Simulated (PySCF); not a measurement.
Predicted microwave data (PySCF 2.14.0, PBE0-D3(BJ)/def2-SVP geometry optimisation, gas phase) for one isomer of C6H17NSi2:

| Property | Result |
| --- | --- |
| Rotational constants | A = 1599, B = 553.6, C = 449.5 MHz |
| Dipole components | \|μa\| = 0.40 D, \|μb\| = 0.68 D, \|μc\| = 0.62 D |
| Inertial defect | -104.62 u·Å² |
| κ | -0.82 |

**Question.** Which candidate fits, each taken in the one conformer that was computed?
A. `[CH2:1]=[C:2]([CH3:3])[Si@H:4]([NH2:5])[SiH2:6][CH2:7][CH2:8][CH3:9]` with C1–C2–Si4–N5 14°, C2–Si4–N5–H -84° and 63°, C2–Si4–Si6–C7 -39°, Si4–Si6–C7–C8 180°, Si6–C7–C8–C9 180°
B. `[CH3:1][C:2]([CH3:3])([CH3:4])[N:5]1[SiH2:6][CH2:7][CH2:8][SiH2:9]1` with C2–N5–Si6–C7 180°, N5–Si6–C7–C8 -30°, Si6–C7–C8–Si9 37°, C7–C8–Si9–N5 -30°

**Answer.** A. It is C=C(C)[Si@H](N)[SiH2]CCC, an asymmetric top, point group C1. The candidates at the same level (rigid rotor, commonest isotopes):

```json
{"SMILES": "CC(C)(C)N1[SiH2]CC[SiH2]1", "A (MHz)": "1813", "B (MHz)": "925.4", "C (MHz)": "731.9", "μa (D)": "0.25", "μb (D)": "0.00", "μc (D)": "0.07", "Δ (u·Å²)": "-134.35", "point group": "C1", "rotor": "asymmetric top"}
{"SMILES": "C=C(C)[Si@H](N)[SiH2]CCC", "A (MHz)": "1599", "B (MHz)": "553.6", "C (MHz)": "449.5", "μa (D)": "0.40", "μb (D)": "0.68", "μc (D)": "0.62", "Δ (u·Å²)": "-104.62", "point group": "C1", "rotor": "asymmetric top"}
```

`CC(C)(C)N1[SiH2]CC[SiH2]1` has B 67 % too high. No structure here is proved a minimum.
